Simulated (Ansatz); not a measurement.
`F[Si]1(Cl)CO1`. Total charge 0; spin multiplicity 1.

```xyz
7

F     1.4233   -1.4314   -0.7166
Si    0.6512   -0.0895   -0.4235
Cl    1.3158    1.2818   -1.7354
C    -0.8969   -0.0236    0.4529
O     0.4225    0.3401    1.1234
H    -1.3459   -0.9053    0.9033
H    -1.5699    0.8279    0.3959
```

Question: List the harmonic frequencies (cm⁻¹, unscaled) at PBE0-D4/def2-TZVP in Ansatz. (Estimate.)

Answer: Computed: 191, 221, 274, 304, 514, 692, 765, 806, 916, 1083, 1098, 1156, 1460, 3116, 3200.

Question: Is this a minimum?

Answer: Yes, all 15 modes are real.

Question: Give the ideal-gas thermochemistry at 298.15 K and 1 bar (rigid rotor, harmonic oscillator; point group C1, symmetry number 1).

Answer: Zero-point energy 94.5 kJ/mol; H(298) − E = 111.2 kJ/mol; entropy 317.3 J/(mol·K), of which translation 167.8, rotation 112.5, vibration 37.0; G(298) − E = 16.6 kJ/mol.
